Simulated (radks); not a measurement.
Task: These are the eigenvalues of the occupied orbitals of an atom or ion with whole-number occupations (hartree). All-electron calculation, scalar-relativistic Kohn-Sham, PBEsol, spin-polarised, spherical densities, finite nucleus; Fermi nuclear charge, rms radius of each element as measured or else 0.836 A^(1/3) + 0.57 fm. Program: a radial shooting solver on a logarithmic mesh with Libxc functionals.

1s up: -388.2133
1s down: -388.1711
2s up: -59.07370
2s down: -58.93623
2p up: -53.10252
2p down: -52.98081
3s up: -16.37672
3s down: -16.10058
3p up: -14.50861
3p down: -14.23063
3d up: -11.58905
4s up: -7.01559

Which element is it, and in what charge state? The configuration may be excited. Open shells, if any, are filled with parallel spins first.

Result: Z = 31, gallium, charge +11: Ga11+ in [Ne] 3s2 3p5 3d2 4s1. The list shows which subshells hold electrons but not how many an open one holds; the 1s level, -388.21 hartree, gives Z - s = 27.9 by -(Z - s)^2/2, which with screening and relativity narrows Z to a few neighbours, and the depths of the outer levels then fix element, charge and occupations together.
